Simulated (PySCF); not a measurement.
Constitutional and geometric isomers with formula C3H4O. Isolated molecules, 0 K electronic values unless said otherwise. One relaxed conformer stands for each flexible species; it need not be the lowest. Strings in code marks are SMILES.

Level of theory: PBE-D3(BJ)/def2-TZVP // B3LYP-D3(BJ)/def2-TZVP (PySCF). All candidates: neutral, multiplicity 1. 

The HOMO is -5.51 eV. The dipole moment is 2.78 D and the LUMO comes out as -2.09 eV.

Task: Identify which member has these values.
A. `C=C1CO1`
B. `O=C1CC1`
C. `CC=C=O`
D. `CC#CO`

Result: B, `O=C1CC1`. The others give `C=C1CO1`: -5.78 eV, 1.59 D, -0.31 eV; `CC=C=O`: -5.38 eV, 1.76 D, -1.96 eV; `CC#CO`: -5.44 eV, 1.50 D, -0.35 eV
